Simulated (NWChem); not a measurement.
# arsenic trifluoride (AsF3); SMILES F[As](F)F

```xyz
4

F     -1.4566    -0.3932    -0.5050
As     0.0000     0.0000     0.3839
F      1.0688    -1.0648    -0.5050
F      0.3878     1.4580    -0.5050
```
Atoms are numbered in this order, from 1.

Level: PBE-D3(BJ)/def2-SVP (NWChem), optimised geometry, unscaled harmonic frequencies. 

Task: List the harmonic frequencies with IR intensities, and the thermochemistry.

Result: 
```json
[
 {"frequency (cm⁻¹)": "236", "IR intensity (km/mol)": "4.2"},
 {"frequency (cm⁻¹)": "236", "IR intensity (km/mol)": "4.2"},
 {"frequency (cm⁻¹)": "305", "IR intensity (km/mol)": "19.7"},
 {"frequency (cm⁻¹)": "681", "IR intensity (km/mol)": "92.5"},
 {"frequency (cm⁻¹)": "681", "IR intensity (km/mol)": "92.5"},
 {"frequency (cm⁻¹)": "701", "IR intensity (km/mol)": "55.2"}
]
```

```
Quantity                                                                            Value
-----------------------------------------------------------------------  ----------------
zero-point energy                                                            4.1 kcal/mol
thermal correction to the enthalpy at 298.15 K (with zero-point energy)      7.5 kcal/mol
heat capacity Cv                                                         13.8 cal/(mol K)
entropy at 298.15 K and 1 atm (symmetry number 3)                        69.7 cal/(mol K)
dipole moment                                                                      2.33 D
```

Rigid rotor and harmonic oscillator.
